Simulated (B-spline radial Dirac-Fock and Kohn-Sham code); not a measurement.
## Binding energies of Co²⁺ at several levels of theory

System: cobalt as Co²⁺, configuration [Ar] 3d6 4p1 (an excited configuration).

The density-functional columns are spherical, spin-unpolarised Dirac-Kohn-Sham results without Breit or QED terms: −ε is minus the orbital energy of the initial state and ΔSCF the difference of two total energies. The reference in the last column comes from relaxed Dirac-Fock hole states (ΔSCF) with Breit and QED corrections and a finite nucleus. All numbers are from a radial finite-basis atomic code, in eV; a selection of levels is shown. The Kohn-Sham columns are given as differences from the reference. For the 1s level of heavy atoms much of the gap between ΔSCF and the reference is the Breit and QED part, -12.9 eV here; for other levels the error of the functional can be larger.

```
     level  LDA −ε − DF  LDA ΔSCF − DF  Dirac-Fock
    K (1s)       -151.1          +12.4      7754.4
   L1 (2s)        -49.6          -22.5       975.2
L2 (2p1/2)        -33.3           -0.7       841.1
L3 (2p3/2)        -33.6           -1.6       826.7
   M1 (3s)        -19.8           -9.2       149.5
M2 (3p1/2)        -13.0           -2.6       107.4
M3 (3p3/2)        -13.0           -2.7       105.5
 M4,5 (3d)         -7.0           +2.5       42.06
 N2,3 (4p)         -2.6           +1.2       19.96
```

Values without a named source are computed, but for edge energies of neutral atoms, which are taken from tables.
